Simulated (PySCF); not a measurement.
C₄H₇O, SMILES C[CH]C(C)=O, multiplicity 2. Atoms are numbered in the order given.

```xyz
12

C     -2.0128     0.3707    -0.0418
C     -0.6581     0.4383     0.5611
C      0.4968    -0.1490    -0.0932
C      1.8441    -0.0286     0.6005
O      0.3850    -0.7276    -1.1803
H     -1.9701    -0.1677    -0.9985
H     -2.4236     1.3832    -0.2102
H     -2.7233    -0.1400     0.6339
H     -0.5211     0.9437     1.5243
H      1.8114    -0.4932     1.5997
H      2.6106    -0.5242    -0.0086
H      2.1158     1.0305     0.7417
```
Charge 0, spin multiplicity 2.

The structure is a stationary point at TPSSh-D3(BJ)/def2-SVP. The isomer is the one that the SMILES or the coordinates give; other isomers of the formula were not compared. The values are those of a single conformer.

Computed with PBE/pcH-1 in PySCF.

Unrestricted Kohn–Sham, ⟨S²⟩ = 0.756. Hyperfine tensors hold the contact and dipolar terms, without spin-orbit corrections.

Question: Estimate the hyperfine couplings. (The exact figures need the calculation; the answer reports its results.)

Answer: 
```csv
nucleus,A(iso) (MHz),A(iso) (G),dipolar principal values (MHz)
13C no. 1,-25.2,-9.0,"-3.0, 0.3, 2.7"
13C no. 2,58.6,20.9,"-63.7, -62.9, 126.6"
13C no. 3,-31.0,-11.1,"-3.8, -0.8, 4.6"
13C no. 4,-4.2,-1.5,"-1.2, 0.6, 0.6"
17O no. 5,-9.5,-3.4,"-78.7, 38.9, 39.8"
1H no. 6,1.1,0.4,"-4.0, -2.2, 6.3"
1H no. 7,98.0,35.0,"-4.7, -2.9, 7.6"
1H no. 8,97.6,34.8,"-4.7, -2.9, 7.6"
1H no. 9,-48.3,-17.2,"-29.0, -1.7, 30.7"
1H no. 10,5.7,2.0,"-2.9, -1.7, 4.6"
1H no. 11,-1.6,-0.6,"-2.0, -1.2, 3.2"
1H no. 12,5.8,2.1,"-2.9, -1.7, 4.6"
```
